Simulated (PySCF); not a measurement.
Compound: C2H7PSn.
Cartesian coordinates in Å at the PBE0-D3(BJ)/def2-SVP level; atoms count from 1:
```
atom  x, y, z in Å
C1    -1.943   -0.010    0.849
C2    -1.182    0.396   -0.170
Sn3    0.585   -0.639   -0.780
P4     2.581    0.601    0.146
H5    -2.838    0.545    1.155
H6    -1.717   -0.911    1.430
H7    -1.462    1.307   -0.713
H8     0.560   -2.206   -0.081
H9     0.650   -0.754   -2.495
H10    3.489    0.021   -0.794
H11    2.340    1.741   -0.685
```

Computed with PySCF 2.14.0, PBE0-D3(BJ)/def2-SVP geometry optimisation, gas phase, def2 core potentials past Kr.

**Question.** Which atoms are bound to Sn3, and at what distances?

**Answer.** 4 atoms: H8 1.717 Å, H9 1.719 Å, C2 2.136 Å, P4 2.526 Å. The nearest atom not counted as bound is H7, at 2.83 Å.

**Question.** List the angles at Sn3.

**Answer.** 
```csv
angle,degrees,distance of the outer atoms (Å)
P4–Sn3–H9,111.6,3.54
C2–Sn3–H9,110.4,3.17
H8–Sn3–H9,110.2,2.82
C2–Sn3–H8,108.3,3.13
C2–Sn3–P4,108.1,3.78
P4–Sn3–H8,108.1,3.47
```

**Question.** What is the shape at Sn3?

**Answer.** Tetrahedral: angles from 108.1° to 111.6°; τ4 = (360° − α − β)/141° = 0.98 with α and β the two widest (0 for a square, 1 for a tetrahedron).

**Question.** What are the other bond lengths?

**Answer.** C1=C2 1.336 Å; C1–H5 1.097 Å; C1–H6 1.096 Å; C2–H7 1.097 Å; P4–H10, P4–H11 1.430 Å.

**Question.** Give some angles away from the centre.

**Answer.** C1–C2–Sn3 122.9°.

**Question.** What are the rotational constants (commonest isotopes, rigid rotor)?

**Answer.** A = 4678, B = 1736, C = 1371 MHz: an asymmetric top.

Point group: C1 (no symmetry element, even within 0.4 Å). Charge 0, singlet. Stationary, but not proved a minimum.

One conformer stands for the species.
